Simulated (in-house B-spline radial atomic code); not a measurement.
Inner levels of terbium as electrons are removed. A shift is the extra binding of the orbital against the neutral atom ([Xe] 4f5/2(6) 4f7/2(3) 6s2). The density at the nucleus is averaged over the nuclear charge. Computed with a B-spline radial code for spherical atoms: Dirac-Hartree-Fock, jj configuration that fills j = l - 1/2 first, finite nuclei.

A number in brackets counts the electrons of a j subshell.

```
  ion                    configuration  shift of 3d3/2 (eV)  shift of 1s1/2 (eV)  shift of 2p3/2 (eV)  radius of 3d3/2 (bohr)  radius of 1s1/2 (bohr)  radius of 2p3/2 (bohr)  Σ<r²> (bohr²)  change of density at nucleus (bohr⁻³)
Tb25+                    [Kr] 4d3/2(4)               793.28               805.08                805.7                 0.21142                0.021504                0.082849         4.8092                                 348.84
Tb26+                    [Kr] 4d3/2(3)               845.76               863.05               863.51                 0.21149                0.021504                0.082837         4.4346                                 467.99
Tb27+                    [Kr] 4d3/2(2)               899.17               922.24               922.51                  0.2112                0.021504                0.082824         4.0737                                 591.07
Tb28+                    [Kr] 4d3/2(1)                953.5               982.65               982.68                 0.21089                0.021504                 0.08281         3.7259                                  718.1
Tb29+                [Ar] 3d10 4s2 4p6              1008.74              1044.28              1044.04                 0.21057                0.021504                0.082795         3.3904                                 849.06
Tb30+  [Ar] 3d10 4s2 4p1/2(2) 4p3/2(3)              1065.17              1109.39              1104.95                 0.21022                0.021504                0.082784         3.0644                                 999.68
Tb31+  [Ar] 3d10 4s2 4p1/2(2) 4p3/2(2)              1122.33              1175.56              1166.75                 0.20987                0.021503                 0.08277         2.7472                                1153.84
Tb32+  [Ar] 3d10 4s2 4p1/2(2) 4p3/2(1)               1180.2              1242.77              1229.44                  0.2095                0.021503                0.082756         2.4384                                1311.56
```
